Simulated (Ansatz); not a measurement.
Consider the atomization: `NC1N=C1[SiH3]` → 2 C• + 6 H• + 2 N• + Si•.

Program: Ansatz. Geometries: PBE0-D4/def2-TZVP. ΔE: electronic, gas phase. CBS: MP2 limit from def2 TZ/QZ plus the TZ coupled-cluster correction, frozen cores. This one scheme is used for every species, atoms too. DFT in def2-TZVPP. B3LYP here is the variant with VWN-RPA as its local correlation; programs differ in this. Open shells (•) are unrestricted, without spin–orbit coupling. Spin–orbit coupling would lower the free atoms: a little for C, Si. One conformer a species, not always the lowest.

`NC1N=C1[SiH3]`:

Cartesian coordinates in Å:
```
N -1.381 -1.330 0.813
C 0.001 -1.122 0.578
N 0.768 -0.069 1.328
C 0.512 0.147 0.107
Si 0.708 1.468 -1.193
H -1.859 -0.463 1.023
H -1.535 -1.972 1.581
H 0.540 -2.040 0.360
H -0.646 1.886 -1.633
H 1.453 2.618 -0.625
H 1.441 0.878 -2.339
```

```json
{"species": "`NC1N=C1[SiH3]`", "B3LYP energy (Eh)": "-478.84827"}
{"species": "C•", "B3LYP energy (Eh)": "-37.85948"}
{"species": "H•", "B3LYP energy (Eh)": "-0.50215"}
{"species": "N•", "B3LYP energy (Eh)": "-54.60397"}
{"species": "Si•", "B3LYP energy (Eh)": "-289.39209"}
```

Question: Work out ΔE.

Answer: ΔE = 6 × (-0.50215) + 2 × (-37.85948) + 2 × (-54.60397) + (-289.39209) − (-478.84827) = 1.51638 Eh = +3981.3 kJ/mol. CCSD(T)/CBS gives +3991.0 kJ/mol.

Largest T1 diagnostic among the species: 0.012.

From PBE to PBE0 (25 % exact exchange), in def2-TZVPP and without D4, ΔE moves by −104.4 kJ/mol: exact exchange takes away binding that semilocal exchange gives to molecules. In def2-TZVPP, CCSD(T) changes the Hartree–Fock value by +1174.8 kJ/mol (the triples alone add +78.4 kJ/mol) and MP2 by +1245.9 kJ/mol; breaking electron pairs costs correlation energy, which Hartree–Fock lacks. The D4 term adds +34.0 kJ/mol with B3LYP and +17.9 kJ/mol with PBE0; it sums over pairs of atoms, weighted by their polarisabilities, and B3LYP, whose exchange is more repulsive, gets the larger term.

For atomizations the MP2-based limit and the directly extrapolated one differ by several kJ/mol either way, and by 10 to 25 for some Ge, Se and Sn compounds, so smaller differences from it don't rank the levels.
